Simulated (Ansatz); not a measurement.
A nudged elastic band was laid between two geometries of C₂H₈O₂SSi (14 atoms, charge 0, multiplicity 1).

Level of theory: Ansatz, RKS B3LYP-D4/def2-SVP.

```json
{"movable images": "9", "climbing image": "yes", "spring": "5.0 eV/Å²", "optimiser": "quadratic models (default)", "start path": "IDPP", "force threshold": "0.03 eV/Å", "iteration limit": "40", "end points": "relaxed"}
```

First end point:

```xyz
14
Properties=species:S:1:pos:R:3
C -1.887 0.839 -0.709
O -0.972 0.879 0.363
Si 0.535 0.180 0.361
C 0.475 -1.662 0.105
O 1.486 0.776 -0.871
S 1.261 0.759 2.303
H -2.270 -0.183 -0.889
H -1.437 1.206 -1.650
H -2.746 1.484 -0.464
H 0.083 -1.906 -0.896
H 1.480 -2.106 0.187
H -0.173 -2.132 0.861
H 1.708 1.714 -0.814
H 2.445 0.121 2.142
```

Last end point:

```xyz
14
Properties=species:S:1:pos:R:3
C -1.778 0.777 -0.593
O -0.784 0.805 0.410
Si 0.715 0.086 0.279
C 0.597 -1.743 -0.039
O 1.586 0.708 -0.997
S 1.654 0.569 2.160
H -2.190 -0.240 -0.735
H -1.391 1.130 -1.566
H -2.604 1.439 -0.289
H 0.177 -1.941 -1.039
H 1.594 -2.209 0.006
H -0.044 -2.225 0.715
H 1.907 1.612 -0.887
H 0.545 1.202 2.606
```

**Question.** Which bonds break or form, and what moves?

**Answer.** No bond is made or broken. The dihedral C4–Si3–S6–H14 goes from 58 to -119°.

**Question.** What energy profile does the band end with?

**Answer.** The forces met the threshold. The highest image is number 4 of 0 to 10, 0.089 eV above the first end and 0.086 eV above the last; the last end lies 0.004 eV above the first. A vibrational analysis at the climbing image gives one clearly imaginary mode, 177i cm⁻¹: a first-order saddle point.

| image | path coordinate (Å) | energy (eV) | dihedral C4–Si3–S6–H14 (°) |
| --- | --- | --- | --- |
| 0 | 0.00 | 0.000 | 58 |
| 1 | 0.36 | 0.011 | 42 |
| 2 | 0.72 | 0.041 | 24 |
| 3 | 1.08 | 0.075 | 4 |
| 4 | 1.44 | 0.089 | -17 |
| 5 | 1.80 | 0.078 | -36 |
| 6 | 2.16 | 0.054 | -54 |
| 7 | 2.53 | 0.033 | -70 |
| 8 | 2.89 | 0.017 | -85 |
| 9 | 3.26 | 0.007 | -101 |
| 10 | 3.62 | 0.004 | -119 |

**Question.** What is the geometry of the highest image?

**Answer.** 
```xyz
14
Properties=species:S:1:pos:R:3
C -1.950 0.703 -0.555
O -0.960 0.795 0.446
Si 0.614 0.286 0.277
C 0.724 -1.550 -0.022
O 1.307 1.028 -1.043
S 1.621 0.869 2.094
H -2.230 -0.347 -0.763
H -1.618 1.161 -1.505
H -2.852 1.233 -0.211
H 0.254 -1.808 -0.985
H 1.773 -1.880 -0.058
H 0.204 -2.108 0.773
H 1.453 1.981 -0.999
H 1.646 -0.393 2.580
```

**Question.** What are the harmonic wavenumbers there?

**Answer.** 177i, 76, 97, 138, 148, 169, 202, 249, 259, 304, 357, 501, 674, 729, 752, 779, 823, 855, 919, 1138, 1176, 1207, 1278, 1431, 1434, 1472, 1477, 1479, 2676, 2989, 3037, 3057, 3104, 3125, 3138, 3874 cm⁻¹.

Run time: 3.8 min on 2 threads of Intel(R) Xeon(R) Platinum 8375C CPU @ 2.90GHz (Ice Lake), with other jobs on the host, peak memory 0.36 GiB.
